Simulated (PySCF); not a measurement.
NICS in one family of compounds.

NICS is the negative of the GIAO shielding at a point without a nucleus: at the ring centre (0) and 1 Å above and below it (1); zz is the component along the ring normal. Level: GIAO PBE0/pcSseg-1 (PySCF, non-relativistic, gas phase) on the GFN2-xTB geometries, one conformer each. Atom numbers follow the mapped SMILES.

Question: Order these rings by mean NICS(1)zz, lowest (most negative) first (ppm).
A. ring C2–C3–N4–N5–N9 in `[CH3:1][c:2]1[cH:3][n:4][n:5]([CH:6]([CH3:7])[CH3:8])[n:9]1`
B. ring C2–N3–N4–N8–C9 in `[CH3:1][c:2]1[n:3][n:4]([CH:5]([CH3:6])[CH3:7])[n:8][c:9]1[Cl:10]`
C. ring C2–N3–N4–N8–C9 in `[CH3:1][c:2]1[n:3][n:4]([CH:5]([CH3:6])[CH3:7])[n:8][c:9]1[CH3:10]`

Answer: A (-32.0), C (-30.2), B (-28.9).

```
           SMILES                                                 ring  NICS(0)  NICS(1)  NICS(1)zz  HOMA  rms pucker (Å)  ring atoms with four or more neighbours
  Cc1cnn(C(C)C)n1  5-membered ring with 3 N; formal bonds all aromatic    -12.8    -13.1      -32.0  0.99            0.00                                        0
 Cc1nn(C(C)C)nc1C  5-membered ring with 3 N; formal bonds all aromatic    -11.9    -12.8      -30.2  0.98            0.00                                        0
Cc1nn(C(C)C)nc1Cl  5-membered ring with 3 N; formal bonds all aromatic    -12.3    -12.4      -28.9  0.98            0.00                                        0
```

NICS(0) gives another order. The isotropic NICS(1) gives the same order. HOMA uses Krygowski's 1993 parameters. NICS(1) and NICS(1)zz are means over the two faces.
